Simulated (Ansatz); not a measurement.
`C[SiH2]B(F)Cl` + `[OH][Cd][SH]` → `O[SiH2]B(F)Cl` + `[CH3][Cd][SH]`  (redistribution)

Calculated with Ansatz (gas phase, PBE0-D4/def2-TZVP geometries, no zero-point term in ΔE). CCSD(T)/CBS is the MP2 limit (def2-TZVPP, def2-QZVPP) plus CCSD(T) − MP2 in def2-TZVPP, frozen cores. Elements past krypton have def2 core potentials. For Cd outer-core shells are correlated without core-valence functions, which leaves a few kJ/mol of doubt a bond. One conformer a species, not always the lowest.

```
        species  SCS-MP2/def2-TZVPP energy (Eh)
`C[SiH2]B(F)Cl`                      -914.36194
 `[OH][Cd][SH]`                      -641.57275
`O[SiH2]B(F)Cl`                      -950.29782
`[CH3][Cd][SH]`                      -605.66337
```

(1) Work out ΔE.

Largest T1 diagnostic among the species: 0.015.

Results:

(1) ΔE = (-950.29782) + (-605.66337) − (-914.36194) − (-641.57275) = -0.02650 Eh = -16.6 kcal/mol. CCSD(T)/CBS gives -14.5 kcal/mol.

From PBE to PBE0 (25 % exact exchange), in def2-TZVPP and without D4, ΔE moves by −1.4 kcal/mol.
